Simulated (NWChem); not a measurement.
Molecule: SeO, triplet; SMILES O=[Se]

Program: NWChem. Spin-unrestricted. This build's default masses of Se (78.918 u) and Br (79.917 u) are each other's, which moves their modes by up to 0.6 %. No stability test was run on the SCF state. Each level has its own optimisation; frequencies are unscaled.

```
level               r O–Se (Å)  highest harmonic frequency (cm⁻¹)  zero-point energy (kcal/mol)
------------------  ----------  ---------------------------------  ----------------------------
CAM-B3LYP/def2-SVP       1.638                                972                           1.4
BLYP/def2-SVP                …                                  …                           1.2
PBE0/def2-TZVP           1.633                                975                           1.4
BP86/def2-TZVP           1.665                                891                           1.3
PBE0/def2-SVP            1.642                                957                           1.4
```

**Question.** What belongs in the gaps?

**Answer.** 
- BLYP/def2-SVP, r O–Se (Å): 1.686
- BLYP/def2-SVP, highest harmonic frequency (cm⁻¹): 850
